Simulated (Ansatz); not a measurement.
C3H4Br2 (SMILES C/C(Br)=C\Br) moved off its minimum; all values from Ansatz (a program for electronic structure), cores frozen in correlated methods.
(charge 0, multiplicity 1)
```xyz
9

C     -1.6814    -0.5719     0.5647
C     -0.4865     0.2431     0.1444
Br    -0.8177     2.0712     0.0518
C      0.6605    -0.1898    -0.1775
Br     1.1918    -1.9936    -0.1926
H     -2.0187    -0.2721     1.5615
H     -1.4743    -1.6331     0.6140
H     -2.5273    -0.4385    -0.1004
H      1.4998     0.4415    -0.5311
```

```tsv
level	largest force (eV/Å)	on atom	rms difference from CCSD(T)/aug-cc-pVTZ (eV/Å)	dipole (D)
HF/def2-TZVPP	4.46	C4	0.386	0.72
PBE/def2-TZVPP	5.11	C4	0.138	0.69
r2SCAN/def2-TZVPP	4.96	C4	0.142	0.74
B3LYP/def2-TZVPP	4.72	C4	0.217	0.69
wB97M-V/def2-TZVPP	4.72	C4	0.208	0.69
MP2/aug-cc-pVTZ	5.50	C4	0.092	0.65
CCSD(T)/aug-cc-pVTZ	5.44	C4	0.000	0.64
```

The differences count from one level among others, with limits of its own. Forces at CCSD(T)/aug-cc-pVTZ (eV/Å):

| atom | Fx | Fy | Fz |
|---|---|---|---|
| C1 | -0.076 | 0.055 | 0.515 |
| C2 | -4.395 | 0.149 | 1.152 |
| Br3 | -0.146 | 1.110 | -0.042 |
| C4 | 5.133 | -0.666 | -1.661 |
| Br5 | -0.028 | -0.495 | 0.072 |
| H6 | 0.063 | 0.145 | -0.018 |
| H7 | 0.325 | -0.231 | -0.101 |
| H8 | -0.084 | 0.236 | -0.305 |
| H9 | -0.791 | -0.302 | 0.388 |
